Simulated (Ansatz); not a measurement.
Geometry optimisation, Ansatz 0.2.0, RKS CAM-B3LYP/6-31G*.

The input (input.yaml):

```yaml
crystal:
  periodic: [false, false, false]
  atoms:
    - { symbol: B, position_ang: [-1.6434, -0.2439, 0.4413] }
    - { symbol: C, position_ang: [-0.1392, -0.243, 0.1037] }
    - { symbol: B, position_ang: [0.7176, -1.3588, 0.7907] }
    - { symbol: C, position_ang: [0.3415, 0.1739, -1.2732] }
    - { symbol: Si, position_ang: [0.6849, 1.4544, 0.0275] }
    - { symbol: H, position_ang: [-2.0691, 0.3126, 1.4319] }
    - { symbol: H, position_ang: [-2.4139, -0.8487, -0.2065] }
    - { symbol: H, position_ang: [0.8995, -2.404, 0.2902] }
    - { symbol: H, position_ang: [1.1112, -1.1966, 1.9633] }
    - { symbol: H, position_ang: [-1.16084, 0.43466, -0.38065] }
    - { symbol: H, position_ang: [1.1547, -0.3418, -1.6664] }
    - { symbol: H, position_ang: [-0.1677, 2.6375, -0.1426] }
    - { symbol: H, position_ang: [2.0952, 1.5476, 0.183] }
basis:
  gaussian: { orbitals: "6-31G*" }
hamiltonian:
  xc: cam_b3lyp
relax:
  f_tol: 0.02
  max_steps: 50
output:
  orbitals: {}
```

Run as:

```bash
$ ansatz run input.yaml --threads 2 --pin off --max-ram 3072MiB --backend cpu --events-out ev --progress --plain --runs-dir out
```

Task: Where does it end, and by what steps?

Result: It converged. After 18 steps the energy has fallen by 7.649 eV; H10 moved furthest, 1.63 Å. Parted: B1–H10, C2–H10. Joined: C4–H10.

```csv
step,energy less start (eV),largest force component (eV/Å),accepted
0,0.0000,4.040,yes
1,-1.5036,3.126,yes
2,-2.6212,3.647,yes
3,-3.8788,4.327,yes
4,-5.1689,3.638,yes
5,-6.1423,2.484,yes
6,-6.6763,1.979,yes
7,-7.1177,0.798,yes
8,-7.3093,0.773,yes
9,-7.4769,0.348,yes
10,-7.5701,0.256,yes
11,-7.6144,0.374,yes
12,-7.6373,0.398,yes
13,-7.6467,0.112,yes
14,-7.6420,0.260,no
15,-7.6485,0.051,yes
16,-7.6490,0.077,yes
17,-7.6492,0.021,yes
18,-7.6493,0.009,yes
```

```xyz
13
Properties=species:S:1:pos:R:3
B -1.612 -0.106 0.732
C -0.257 -0.450 0.116
B 0.776 -1.242 0.916
C 0.068 0.001 -1.322
Si 0.575 1.262 -0.086
H -1.814 -0.318 1.890
H -2.479 0.395 0.070
H 1.785 -1.634 0.398
H 0.593 -1.464 2.075
H -0.789 0.221 -1.954
H 0.850 -0.560 -1.829
H -0.261 2.443 0.192
H 1.974 1.377 0.363
```

The run took 34 s on 2 threads of AMD EPYC 9R45 96-Core Processor (Zen 5) (shared host), peak memory 0.25 GiB.
